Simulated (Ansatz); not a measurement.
Ansatz (a quantum-chemistry and plane-wave program) input (B3LYP-D3(BJ)/def2-TZVP):

Ansatz 0.2 input:
```yaml
crystal:
  periodic: [false, false, false]
  atoms:
    - {symbol: K, position_ang: [-0.00000000, -0.00000000, -2.65869666]}
    - {symbol: I, position_ang: [0.00000000, 0.00000000, 0.95311767]}
basis:
  gaussian:
    orbitals: def2-TZVP
hamiltonian:
  xc: b3lyp
  dispersion: d3bj
total_charge: 1
magnetization: {spin_polarized: true, initial_magnetization: 1}
phonons: {temperatures: {t_min: 298.15, t_max: 298.15, t_step: 100}}
```

Output:

```
Functional definition: B3LYP
integrals: 0.03 GiB planned
835 factors; integrals over basis functions are off by at most 3.0e-4 eV
mean field: 0.44 GiB planned
mean field evaluation 1: about -24421.8869 eV, gradient 1.7e1 eV
mean field evaluation 2: about -24422.6328 eV, gradient 1.6e1 eV
mean field evaluation 4: about -24423.5274 eV, gradient 3.9e-1 eV
mean field evaluation 8: about -24423.5280 eV, gradient 5.7e-3 eV
mean field evaluation 16: about -24423.5276 eV, gradient 1.6e-1 eV
mean field -24423.52801351 eV, -897.5480996346 hartree, gradient 1.6e-5 eV, S^2 0.752366; 2 other end points of the search recorded, 0 dependent functions left out
the calculation of the forces begins
reference -24423.52823234 eV, -897.5481076766 hartree; 22, 21 occupied and 61, 62 virtual orbitals, 835 factors
these checks for a lower state are left out or cut short: stability, starts, cluster_reference, orbital_swaps, neighbouring_geometries, increment
integrals: 0.03 GiB planned
835 factors; integrals over basis functions are off by at most 3.0e-4 eV
mean field: 0.44 GiB planned
mean field evaluation 32: about -24423.5280 eV, gradient 2.6e-5 eV
mean field -24423.52801351 eV, -897.5480996347 hartree, gradient 9.9e-8 eV, S^2 0.752366; 0 other end points of the search recorded, 0 dependent functions left out
the calculation of the forces begins
reference -24423.52823235 eV, -897.5481076767 hartree; 22, 21 occupied and 61, 62 virtual orbitals, 835 factors
these checks for a lower state are left out or cut short: stability, starts, cluster_reference, orbital_swaps, neighbouring_geometries, increment
integrals: 0.03 GiB planned
835 factors; integrals over basis functions are off by at most 3.0e-4 eV
mean field: 0.44 GiB planned
mean field -24423.52801351 eV, -897.5480996347 hartree, gradient 9.9e-8 eV, S^2 0.752366; 0 other end points of the search recorded, 0 dependent functions left out
the calculation of the forces begins
reference -24423.52823235 eV, -897.5481076767 hartree; 22, 21 occupied and 61, 62 virtual orbitals, 835 factors
these checks for a lower state are left out or cut short: stability, starts, cluster_reference, orbital_swaps, neighbouring_geometries, increment
integrals: 0.03 GiB planned
835 factors; integrals over basis functions are off by at most 3.0e-4 eV
mean field: 0.44 GiB planned
mean field -24423.52801351 eV, -897.5480996347 hartree, gradient 5.8e-7 eV, S^2 0.752366; 0 other end points of the search recorded, 0 dependent functions left out
the calculation of the forces begins
reference -24423.52823235 eV, -897.5481076767 hartree; 22, 21 occupied and 61, 62 virtual orbitals, 835 factors
these checks for a lower state are left out or cut short: stability, starts, cluster_reference, orbital_swaps, neighbouring_geometries, increment
integrals: 0.03 GiB planned
835 factors; integrals over basis functions are off by at most 3.0e-4 eV
mean field: 0.44 GiB planned
mean field -24423.52801351 eV, -897.5480996347 hartree, gradient 5.8e-7 eV, S^2 0.752366; 0 other end points of the search recorded, 0 dependent functions left out
the calculation of the forces begins
reference -24423.52823235 eV, -897.5481076767 hartree; 22, 21 occupied and 61, 62 virtual orbitals, 835 factors
these checks for a lower state are left out or cut short: stability, starts, cluster_reference, orbital_swaps, neighbouring_geometries, increment
integrals: 0.03 GiB planned
835 factors; integrals over basis functions are off by at most 3.0e-4 eV
mean field: 0.44 GiB planned
mean field -24423.52800328 eV, -897.5480992588 hartree, gradient 4.7e-7 eV, S^2 0.752366; 0 other end points of the search recorded, 0 dependent functions left out
the calculation of the forces begins
reference -24423.52822210 eV, -897.5481073001 hartree; 22, 21 occupied and 61, 62 virtual orbitals, 835 factors
these checks for a lower state are left out or cut short: stability, starts, cluster_reference, orbital_swaps, neighbouring_geometries, increment
integrals: 0.03 GiB planned
835 factors; integrals over basis functions are off by at most 3.0e-4 eV
mean field: 0.44 GiB planned
mean field evaluation 64: about -24423.5279 eV, gradient 3.7e-2 eV
mean field -24423.52801948 eV, -897.5480998539 hartree, gradient 4.8e-7 eV, S^2 0.752366; 0 other end points of the search recorded, 0 dependent functions left out
the calculation of the forces begins
reference -24423.52823833 eV, -897.5481078966 hartree; 22, 21 occupied and 61, 62 virtual orbitals, 835 factors
these checks for a lower state are left out or cut short: stability, starts, cluster_reference, orbital_swaps, neighbouring_geometries, increment
integrals: 0.03 GiB planned
835 factors; integrals over basis functions are off by at most 3.0e-4 eV
mean field: 0.44 GiB planned
mean field -24423.52801351 eV, -897.5480996347 hartree, gradient 9.9e-8 eV, S^2 0.752366; 0 other end points of the search recorded, 0 dependent functions left out
the calculation of the forces begins
reference -24423.52823235 eV, -897.5481076767 hartree; 22, 21 occupied and 61, 62 virtual orbitals, 835 factors
these checks for a lower state are left out or cut short: stability, starts, cluster_reference, orbital_swaps, neighbouring_geometries, increment
integrals: 0.03 GiB planned
835 factors; integrals over basis functions are off by at most 3.0e-4 eV
mean field: 0.44 GiB planned
mean field -24423.52801351 eV, -897.5480996347 hartree, gradient 9.9e-8 eV, S^2 0.752366; 0 other end points of the search recorded, 0 dependent functions left out
the calculation of the forces begins
reference -24423.52823235 eV, -897.5481076767 hartree; 22, 21 occupied and 61, 62 virtual orbitals, 835 factors
these checks for a lower state are left out or cut short: stability, starts, cluster_reference, orbital_swaps, neighbouring_geometries, increment
integrals: 0.03 GiB planned
835 factors; integrals over basis functions are off by at most 3.0e-4 eV
mean field: 0.44 GiB planned
mean field -24423.52801351 eV, -897.5480996347 hartree, gradient 5.8e-7 eV, S^2 0.752366; 0 other end points of the search recorded, 0 dependent functions left out
the calculation of the forces begins
reference -24423.52823235 eV, -897.5481076767 hartree; 22, 21 occupied and 61, 62 virtual orbitals, 835 factors
these checks for a lower state are left out or cut short: stability, starts, cluster_reference, orbital_swaps, neighbouring_geometries, increment
integrals: 0.03 GiB planned
835 factors; integrals over basis functions are off by at most 3.0e-4 eV
mean field: 0.44 GiB planned
mean field evaluation 96: about -24423.5280 eV, gradient 1.1e-6 eV
mean field -24423.52801351 eV, -897.5480996347 hartree, gradient 5.8e-7 eV, S^2 0.752366; 0 other end points of the search recorded, 0 dependent functions left out
the calculation of the forces begins
reference -24423.52823235 eV, -897.5481076767 hartree; 22, 21 occupied and 61, 62 virtual orbitals, 835 factors
these checks for a lower state are left out or cut short: stability, starts, cluster_reference, orbital_swaps, neighbouring_geometries, increment
integrals: 0.03 GiB planned
835 factors; integrals over basis functions are off by at most 3.0e-4 eV
mean field: 0.44 GiB planned
mean field -24423.52801948 eV, -897.5480998539 hartree, gradient 4.8e-7 eV, S^2 0.752366; 0 other end points of the search recorded, 0 dependent functions left out
the calculation of the forces begins
reference -24423.52823833 eV, -897.5481078966 hartree; 22, 21 occupied and 61, 62 virtual orbitals, 835 factors
these checks for a lower state are left out or cut short: stability, starts, cluster_reference, orbital_swaps, neighbouring_geometries, increment
integrals: 0.03 GiB planned
835 factors; integrals over basis functions are off by at most 3.0e-4 eV
mean field: 0.44 GiB planned
mean field -24423.52800328 eV, -897.5480992588 hartree, gradient 4.7e-7 eV, S^2 0.752366; 0 other end points of the search recorded, 0 dependent functions left out
the calculation of the forces begins
reference -24423.52822210 eV, -897.5481073001 hartree; 22, 21 occupied and 61, 62 virtual orbitals, 835 factors
Total energy: -24423.59565730 eV, -897.5505854979 hartree
Atom 0 at    -0.000000    -0.000000    -2.658697 Å, force    -0.000000     0.000000    -0.002029 eV/Å
Atom 1 at     0.000000     0.000000     0.953118 Å, force     0.000000     0.000000     0.002029 eV/Å
Dipole moment:     0.000000     0.000000    -2.267212 e Å
Vibrations: 79.91 cm⁻¹, zero-point energy 0.004954 eV
```
